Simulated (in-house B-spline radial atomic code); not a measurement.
## Binding energies in Pb⁺

NIST's tabulated ground configuration is [Xe] 4f14 5d10 6s2 6p1; each binding energy is the energy of the ion with one electron taken from that subshell, relaxed, less that of the parent. All numbers are computed (Dirac-Hartree-Fock, average of configuration; Fermi nucleus of rms radius 5.5012 fm) with a B-spline radial code for spherical atoms, not measured. Energies include first-order Breit, QED and recoil terms.

```csv
subshell,X-ray name,binding energy (eV),-ε (eV),relaxation (eV)
1s,K,88015,88605.0,95.9
2s,L1,15882.9,16004.9,57.8
3s,M1,3873.5,3919.5,32.7
3d3/2,M4,2602.4,2642.1,34.9
3d5/2,M5,2500.3,2537.6,34.1
4s,N1,915.1,932.5,14.4
4d3/2,N4,454.5,468.1,13.0
4d5/2,N5,432.1,444.9,12.6
5s,O1,169.9,174.9,4.5
4f5/2,N6,156.9,169.2,12.6
4f7/2,N7,152,164.0,12.4
5d3/2,O4,36.15,38.68,2.55
5d5/2,O5,33.6,35.90,2.36
6s,P1,21.8,22.34,0.48
6p,-,13.22,13.40,0.17
```

Relaxation = -ε minus the binding energy without Breit, QED and recoil terms.

Emission lines follow as differences of binding energies, with λ = 12398.42 eV·Å / E:

```json
{"line": "M5-N7", "holes": "3d5/2 → 4f7/2", "energy (eV)": "2348.3", "wavelength (Å)": "5.2797"}
{"line": "M4-N6", "holes": "3d3/2 → 4f5/2", "energy (eV)": "2445.5", "wavelength (Å)": "5.0699"}
```

Task: What does it cost to remove both a 5d5/2 and a 6p electron?

Result: 56.31 eV, which is 9.495 eV more than the two single binding energies together.

Task: What does it cost to remove both a 4d3/2 and a 5d5/2 electron?

Result: 504.65 eV, which is 16.54 eV more than the two single binding energies together.
